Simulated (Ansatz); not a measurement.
Species: H5AlS2Si, SMILES `[SH][Al]([SiH3])[SH]` (S–Al–S–H torsion -179°, S–Al–S–H torsion -1°) with one electron removed (charge 1, multiplicity 2), formula H5AlS2Si.

Problem. How many basis functions does frozen-core CCSD(T)/cc-pVTZ // PBE0-D3(BJ)/def2-TZVP (Ansatz, a first-principles code) use, how many core orbitals are frozen, and how many electrons are correlated?

Solution. 206 basis functions and 20 frozen orbitals, which leaves 23 correlated electrons. Core time is of the order of hours.
